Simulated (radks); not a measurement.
Question: Species: Te+. Configuration: [Kr] 4d10 5s2 5p3. Calculated with a radial shooting solver on a logarithmic mesh with Libxc functionals: Dirac Kohn-Sham, Slater X-alpha with alpha = 0.946, spin-unpolarised, spherical densities, finite nucleus; open shells are shared between the two j in proportion to 2j + 1; Fermi nuclear charge, rms radius 4.7423 fm. Some entries of the table are withheld. Estimate them.

orbital  occ.  eigenvalue (eV)  <1/r> (bohr^-1)  <r> (bohr)
1s1/2       2        -31776.30            55.63     0.02778
2s1/2       2        -4911.262            12.98      0.1191
2p1/2       2        -4614.163              (1)      0.1004
2p3/2       4        -4336.038              (2)      0.1059
3s1/2       2        -995.4579            4.633      0.3200
3p1/2       2        -871.3361            4.549         (3)
3p3/2       4        -819.0596            4.309         (4)
3d3/2       4        -597.9656            4.167      0.2916
3d5/2       6        -586.9138            4.105      0.2952
4s1/2       2        -181.4934            1.857      0.7568
4p1/2       2              (5)            1.748      0.7907
4p3/2       4              (6)            1.670      0.8188
4d3/2       4         -58.1362            1.417      0.9385
4d5/2       6         -56.5655            1.397      0.9500
5s1/2       2              (7)              (8)       1.964
5p1/2       1         -16.3728              (9)       2.296
5p3/2       2         -15.2993             (10)       2.386

Answer: 
(1) 2p1/2 <1/r> (bohr^-1): 12.98
(2) 2p3/2 <1/r> (bohr^-1): 12.01
(3) 3p1/2 <r> (bohr): 0.3098
(4) 3p3/2 <r> (bohr): 0.3212
(5) 4p1/2 eigenvalue (eV): -138.1893
(6) 4p3/2 eigenvalue (eV): -128.1013
(7) 5s1/2 eigenvalue (eV): -26.0546
(8) 5s1/2 <1/r> (bohr^-1): 0.6654
(9) 5p1/2 <1/r> (bohr^-1): 0.5626
(10) 5p3/2 <1/r> (bohr^-1): 0.5385
